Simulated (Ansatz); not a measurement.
System: CBr2, net charge 0, singlet state. 
Coordinates optimised at B3LYP-D3(BJ)/def2-TZVP (Ansatz, an electronic-structure program):
```
C
Br 1 1.8989
Br 1 1.8989 2 110.45
```
Charge 0, spin multiplicity 1.

Basis-set convergence of Hartree-Fock and CCSD(T) correlation energies (hartree) with Ansatz. Cores are frozen in the correlated levels unless marked. No spin-orbit coupling. Frozen are the shells of the preceding noble gas and the d and f shells that filled before the atom's block. Non-relativistic.

The Hartree-Fock reference is unstable (checked in the largest basis), which strains HF and MP2. The T1 diagnostic of CCSD in the largest basis is 0.025, which is high, so the coupled-cluster rows are less sure than usual.

```tsv
basis	functions	E(HF)	E(corr, CCSD(T))
aug-cc-pVDZ	95	-5182.52948	-0.41834
aug-cc-pVTZ	164	…	…
```

### Question
What belongs in the gaps?

### Answer

- aug-cc-pVTZ, E(HF): -5182.68609
- aug-cc-pVTZ, E(corr, CCSD(T)): -0.53564
